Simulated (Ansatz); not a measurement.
A nudged elastic band was laid between two geometries of CH5BFN + ClH (11 atoms, charge 0, multiplicity 1).

All numbers below come from RHF/6-31G* in Ansatz 0.2.0.

```
movable images  : 9
climbing image  : yes
spring          : 5.0 eV/Å²
optimiser       : quadratic models (default)
start path      : through a guess of the saddle point
force threshold : 0.05 eV/Å
iteration limit : 52
end points      : relaxed
```

Image 0:

```xyz
11
Properties=species:S:1:pos:R:3
B 0.125 -0.385 0.139
N 0.054 -0.047 1.507
H -0.745 -0.293 2.051
H 0.873 0.110 2.050
C 1.430 -0.263 -0.737
H 1.718 -1.243 -1.114
H 1.244 0.359 -1.610
H 2.280 0.152 -0.203
F -1.004 -0.806 -0.431
Cl -0.610 3.415 1.632
H -0.423 2.163 1.485
```

Image 10:

```xyz
11
Properties=species:S:1:pos:R:3
B 0.014 0.612 0.085
N -0.014 0.183 1.702
H -0.060 -0.817 1.803
H 0.793 0.520 2.197
C 1.309 -0.022 -0.601
H 1.283 -1.112 -0.574
H 1.352 0.266 -1.647
H 2.241 0.302 -0.143
F -1.191 0.153 -0.365
Cl 0.046 2.498 0.179
H -0.832 0.579 2.135
```

**Question.** What changes between the two ends?

**Answer.** Bonds broken: Cl10–H11. Bonds formed: B1–Cl10, N2–H11. CH5BFN + ClH becomes CH6BClFN.

**Question.** Give the energies along the band, and the barrier.

**Answer.** The forces met the threshold. The highest image is number 5 of 0 to 10, 0.72 eV above the first end and 1.10 eV above the last; the last end lies 0.38 eV below the first. A vibrational analysis at the climbing image gives one clearly imaginary mode, 89i cm⁻¹: a first-order saddle point. The orbitals stay closed-shell, which can raise the energy where a bond breaks towards radicals; this wasn't checked here.

```csv
image,path coordinate (Å),energy (eV),Cl10–H11 (Å),B1–Cl10 (Å),N2–H11 (Å)
0,0.00,0.00,1.27,4.15,2.26
1,0.44,0.01,1.27,4.02,2.26
2,0.88,0.03,1.28,3.81,2.21
3,1.32,0.10,1.28,3.46,1.99
4,1.75,0.47,1.38,3.12,1.57
5,2.19,0.72,1.87,3.09,1.08
6,2.78,0.58,2.06,2.57,1.03
7,3.37,-0.14,2.32,1.99,1.00
8,3.96,-0.31,2.65,1.89,1.01
9,4.55,-0.35,2.74,1.89,1.01
10,5.14,-0.38,2.88,1.89,1.01
```

**Question.** What is the geometry of the highest image?

**Answer.** 
```xyz
11
Properties=species:S:1:pos:R:3
B 0.025 -0.107 0.138
N -0.014 0.183 1.638
H -0.807 -0.210 2.119
H 0.834 -0.018 2.141
C 1.357 -0.085 -0.666
H 1.817 -1.073 -0.639
H 1.166 0.157 -1.705
H 2.066 0.633 -0.273
F -1.130 -0.490 -0.330
Cl -0.246 2.914 0.745
H -0.128 1.257 1.604
```

**Question.** What are the harmonic wavenumbers there?

**Answer.** 89i, 48, 92, 314, 338, 350, 376, 434, 718, 871, 924, 1037, 1088, 1202, 1475, 1549, 1561, 1598, 1608, 1745, 1769, 2442, 3182, 3268, 3308, 3707, 3795 cm⁻¹.

The band took 19 iterations and about 6 core-minutes.

Run time: 6 min on 1 thread of AMD EPYC 7R43 64-Core Processor (Zen 3) (shared host), peak memory 0.2 GiB.
